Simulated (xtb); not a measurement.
C₅H₁₄O₂Si, triplet, at the geometry of the source list (a higher spin typed on purpose: for a closed-shell molecule this is an excited state). Base run: GFN2-xTB in xtb.

Geometry (Å):
```xyz
22

Si     0.1141    -1.2711     0.5047
C     -0.5903    -2.5858    -0.6597
O     -0.9582    -0.1687     1.0387
C     -1.8375     0.6741     0.3403
C     -2.5713     1.5690     1.3283
O      1.3176    -0.6441    -0.3932
C      2.1680     0.4267    -0.0795
C      2.7750     0.9886    -1.3569
H      0.5422    -1.7438     1.8162
H     -1.0366    -2.1479    -1.5491
H     -1.3596    -3.1583    -0.1516
H      0.1761    -3.2795    -0.9862
H     -1.2755     1.2844    -0.3784
H     -2.5563     0.0652    -0.2217
H     -3.1307     0.9588     2.0320
H     -3.2569     2.2257     0.7998
H     -1.8581     2.1708     1.8854
H      1.6106     1.2057     0.4548
H      2.9598     0.0634     0.5870
H      1.9955     1.3958    -1.9965
H      3.4862     1.7748    -1.1172
H      3.2859     0.1960    -1.8974
```
Charge 0, spin multiplicity 3.
All else is at xtb's defaults.
Base energy -27.52543 Eh.

Each row names what was changed in the base input (with any setting that the change needs).

| change | ΔE vs base (mEh) | dipole (D) | G_solv (kcal/mol) | SCF cycles |
|---|---|---|---|---|
| base | 0.000 | 2.29 | - | 17 |
| acc = 0.0001 | 0.000 | 2.29 | - | 26 |
| alpb = cs2 | -9.768 | 2.19 | -6.15 | 16 |
| alpb = chcl3 | -13.218 | 2.15 | -8.67 | 16 |
| alpb = acetone | -13.193 | 2.11 | -8.40 | 16 |
| acc = 30 | 0.002 | 2.30 | - | 13 |
| etemp = 10 | 0.039 | 2.27 | - | 16 |

ALPB and GBSA are two models with their own fitted parameters for each solvent, which aren't always the measured dielectric constant.
